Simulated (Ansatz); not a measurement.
`C#C[Si](Cl)(Cl)C#C`, relaxed with RKS PBE-D4/def2-SVP in Ansatz 0.2.0 from a rough embedded geometry. The force threshold is 0.03 eV/Å; the program also tests the step.

Charge 0, multiplicity 1.

Start:

```xyz
9

C    -0.145    2.677   -0.670
C     0.207    1.492   -0.463
Si    0.754   -0.290   -0.197
Cl    2.469   -0.350    0.777
Cl    1.227   -1.102   -2.048
C    -0.550   -1.365    0.619
C    -1.381   -2.035    1.135
H    -0.433    3.627   -0.799
H    -2.148   -2.654    1.645
```

**Question.** By how much does the energy fall, and how many steps does the optimiser take? (An estimate is asked.)

**Answer.** Computed: 0.49 eV, in 4 steps.

**Question.** Which bonds change most? (Best estimate.)

**Answer.** Ansatz gave: Si3–Cl4 from 1.973 to 2.067 Å; C1–H8 from 1.001 to 1.083 Å; C2–Si3 from 1.883 to 1.820 Å; Si3–C6 from 1.876 to 1.820 Å.

**Question.** Give the relaxed structure. (Estimate.)

**Answer.** Ansatz gave: 
```xyz
9

C    -0.160    2.574   -0.621
C     0.219    1.415   -0.475
Si    0.773   -0.305   -0.256
Cl    2.495   -0.326    0.886
Cl    1.185   -1.128   -2.106
C    -0.507   -1.300    0.571
C    -1.374   -1.968    1.129
H    -0.493    3.596   -0.749
H    -2.137   -2.557    1.621
```
